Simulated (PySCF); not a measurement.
C2H8SSi (SMILES C[SiH](C)S), singlet, geometry from GFN2-xTB, with bond 10-3 at 1.8 times its length; SA2-CASSCF(4,6)/STO-3G run with PySCF.

PySCF was given this input:
```python
from pyscf import gto, scf, mcscf
import numpy

mol = gto.Mole()
mol.atom = '''
    Si   -0.02269451   -0.56507603    0.19618640
    C    -1.45490759   -0.93838232   -0.99442617
    C     1.64775672   -0.93596314   -0.62854726
    S    -0.09033423    1.52966231    0.75592294
    H    -0.17410661   -1.23332875    1.48458415
    H    -1.35263065   -0.39309805   -1.92981440
    H    -2.41117022   -0.66338504   -0.55855678
    H    -1.49201703   -1.99651475   -1.23394902
    H     2.47597526   -0.65957447    0.01775547
    H     1.85884960    0.04556961   -2.30906279
    H     1.74119184   -1.99399378   -0.85267576
    H     0.05370289    2.01310228   -0.46871275
'''
mol.basis = 'sto-3g'
mol.verbose = 4
mol.build()

mf = scf.RHF(mol)
mf.kernel()
mc = mcscf.CASSCF(mf, 6, 4)
mc.fix_spin_(ss=0.0)
mc = mc.state_average_([0.5, 0.5])
mc.kernel()
```

Question: Predict the main parts of the log of this PySCF run.

Answer: 
```
PySCF version 2.14.0

[INPUT] verbose = 4
[INPUT] num. atoms = 12
[INPUT] num. electrons = 50
[INPUT] charge = 0
[INPUT] spin (= nelec alpha-beta = 2S) = 0
[INPUT] symmetry False subgroup None
[INPUT] Mole.unit = angstrom
[INPUT] Symbol           X                Y                Z      unit          X                Y                Z       unit  Magmom
[INPUT]  1 Si    -0.022694510000  -0.565076030000   0.196186400000 AA   -0.042886408431  -1.067838936257   0.370738565364 Bohr   0.0
[INPUT]  2 C     -1.454907590000  -0.938382320000  -0.994426170000 AA   -2.749376881651  -1.773285584934  -1.879193112400 Bohr   0.0
[INPUT]  3 C      1.647756720000  -0.935963140000  -0.628547260000 AA    3.113808920712  -1.768713997288  -1.187782177746 Bohr   0.0
[INPUT]  4 S     -0.090334230000   1.529662310000   0.755922940000 AA   -0.170706954373   2.890642828970   1.428487327876 Bohr   0.0
[INPUT]  5 H     -0.174106610000  -1.233328750000   1.484584150000 AA   -0.329013809376  -2.330653559052   2.805457452370 Bohr   0.0
[INPUT]  6 H     -1.352630650000  -0.393098050000  -1.929814400000 AA   -2.556101476192  -0.742847654601  -3.646820687242 Bohr   0.0
[INPUT]  7 H     -2.411170220000  -0.663385040000  -0.558556780000 AA   -4.556451355507  -1.253616040734  -1.055519339219 Bohr   0.0
[INPUT]  8 H     -1.492017030000  -1.996514750000  -1.233949020000 AA   -2.819503559887  -3.772866081154  -2.331825699475 Bohr   0.0
[INPUT]  9 H      2.475975260000  -0.659574470000   0.017755470000 AA    4.678915132599  -1.246415107055   0.033552975513 Bohr   0.0
[INPUT] 10 H      1.858849600000   0.045569610000  -2.309062790000 AA    3.512716650757   0.086114082503  -4.363496277524 Bohr   0.0
[INPUT] 11 H      1.741191840000  -1.993993780000  -0.852675760000 AA    3.290375707928  -3.768102138286  -1.611323659455 Bohr   0.0
[INPUT] 12 H      0.053702890000   2.013102280000  -0.468712750000 AA    0.101483754198   3.804211969937  -0.885738728592 Bohr   0.0

nuclear repulsion = 216.294722584776
number of shells = 24
number of NR pGTOs = 108
number of NR cGTOs = 36
basis = sto-3g
ecp = {}

******** <class 'pyscf.scf.hf.RHF'> ********
method = RHF
initial guess = minao
damping factor = 0
level_shift factor = 0
DIIS = <class 'pyscf.scf.diis.CDIIS'>
diis_start_cycle = 1
diis_space = 8
diis_damp = 0
SCF conv_tol = 1e-09
SCF conv_tol_grad = None
SCF max_cycles = 50
direct_scf = True
direct_scf_tol = 1e-13
Set gradient conv threshold to 3.16228e-05
Initial guess from minao.
init E= -757.634126869486
  HOMO = -0.253315028250611  LUMO = 0.0217112088812267  gap/eV = 7.48385
cycle= 1 E= -758.035291885056  delta_E= -0.401  |g|= 0.297  |ddm|= 3.81
  HOMO = -0.182695707609517  LUMO = 0.19769442621507  gap/eV = 10.35094
cycle= 2 E= -758.081341833397  delta_E= -0.046  |g|= 0.0607  |ddm|= 0.666
  HOMO = -0.249734012268345  LUMO = 0.212557307027191  gap/eV = 12.57959
cycle= 3 E= -758.083097483712  delta_E= -0.00176  |g|= 0.0186  |ddm|= 0.129
  HOMO = -0.251855002806541  LUMO = 0.209374107855787  gap/eV = 12.55068
cycle= 4 E= -758.08327954851  delta_E= -0.000182  |g|= 0.00759  |ddm|= 0.0446
  HOMO = -0.25130443145382  LUMO = 0.210834593949956  gap/eV = 12.57544
cycle= 5 E= -758.083306474887  delta_E= -2.69e-05  |g|= 0.0014  |ddm|= 0.0143
  HOMO = -0.251266155157847  LUMO = 0.210923407480319  gap/eV = 12.57682
cycle= 6 E= -758.0833080917  delta_E= -1.62e-06  |g|= 0.000389  |ddm|= 0.00365
  HOMO = -0.251415595294454  LUMO = 0.211031811320706  gap/eV = 12.58383
cycle= 7 E= -758.083308292607  delta_E= -2.01e-07  |g|= 8.38e-05  |ddm|= 0.00149
  HOMO = -0.251419501323683  LUMO = 0.211027108591627  gap/eV = 12.58381
cycle= 8 E= -758.083308301605  delta_E= -9e-09  |g|= 1.91e-05  |ddm|= 0.000292
  HOMO = -0.251416310050954  LUMO = 0.211025266605661  gap/eV = 12.58368
cycle= 9 E= -758.08330830198  delta_E= -3.76e-10  |g|= 4.48e-06  |ddm|= 5.95e-05
  HOMO = -0.251414569993925  LUMO = 0.211024769352161  gap/eV = 12.58362
Extra cycle  E= -758.083308301992  delta_E= -1.18e-11  |g|= 1.7e-06  |ddm|= 9.64e-06
converged SCF energy = -758.083308301992

******** <class 'pyscf.mcscf.addons.StateAverageCASSCF'> ********
CAS (2e+2e, 6o), ncore = 23, nvir = 7
max_cycle_macro = 50
max_cycle_micro = 4
conv_tol = 1e-07
conv_tol_grad = None
orbital rotation max_stepsize = 0.02
orbital rotation threshold for CI restart = 0.01
augmented hessian ah_max_cycle = 30
augmented hessian ah_conv_tol = 1e-12
augmented hessian ah_linear dependence = 1e-14
augmented hessian ah_level shift = 1e-08
augmented hessian ah_start_tol = 2.5
augmented hessian ah_start_cycle = 3
augmented hessian ah_grad_trust_region = 3
kf_trust_region = 3
kf_interval = 4
ci_response_space = 4
ci_grad_trust_region = 3
with_dep4 0
natorb = False
canonicalization = True
sorting_mo_energy = False
ao2mo_level = 2
internal_rotation = False
******** <class 'pyscf.mcscf.addons.StateAverageSpinPenaltyFCISolver'> ********
max. cycles = 50
conv_tol = 1e-08
davidson only = True
linear dependence = 1e-12
level shift = 0.001
max iter space = 12
nroots = 2
pspace_size = 400
spin = None
State-average over 2 states with weights [0.5, 0.5]
CASCI E = -757.992427063632  S^2 = 0.0000000
Set conv_tol_grad to 0.000316228
macro iter   1 ( 21 JK    4 micro), CASSCF E = -758.014832262227  dE = -2.24051986e-02  S^2 = 0.0000000
               |grad[o]|=0.113  |ddm|=0.0662  |maxRot[o]|=0.263
macro iter   2 ( 21 JK    4 micro), CASSCF E = -758.015916549934  dE = -1.08428771e-03  S^2 = 0.0000000
               |grad[o]|=0.0177  |ddm|=0.00459  |maxRot[o]|=0.314
macro iter   3 ( 21 JK    4 micro), CASSCF E = -758.016271725169  dE = -3.55175235e-04  S^2 = 0.0000000
               |grad[o]|=0.0069  |ddm|=0.00373  |maxRot[o]|=0.313
macro iter   4 ( 21 JK    4 micro), CASSCF E = -758.016434759486  dE = -1.63034318e-04  S^2 = 0.0000000
               |grad[o]|=0.00324  |ddm|=0.00897  |maxRot[o]|= 0.31
macro iter   5 ( 10 JK    4 micro), CASSCF E = -758.016437821700  dE = -3.06221352e-06  S^2 = 0.0000000
               |grad[o]|=0.00093  |ddm|=0.00257  |maxRot[o]|=0.033
macro iter   6 (  3 JK    1 micro), CASSCF E = -758.016437877135  dE = -5.54349526e-08  S^2 = 0.0000000
               |grad[o]|=0.000214  |ddm|=0.000137  |maxRot[o]|=0.00117
1-step CASSCF converged in   6 macro ( 97 JK  21 micro) steps
CASSCF canonicalization
Density matrix diagonal elements [1.72898805 1.50019143 0.33075321 0.43185897 0.00327725 0.00493109]
CASSCF energy = -758.016437877135
CASCI E = -758.016437877135  E(CI) = -2.69708168364104  S^2 = 0.0000000
CASCI state-averaged energy = -758.016437877135
CASCI energy for each state
  State 0 weight 0.5  E = -758.164002100345 S^2 = 0.0000000
  State 1 weight 0.5  E = -757.868873653924 S^2 = 0.0000000
```
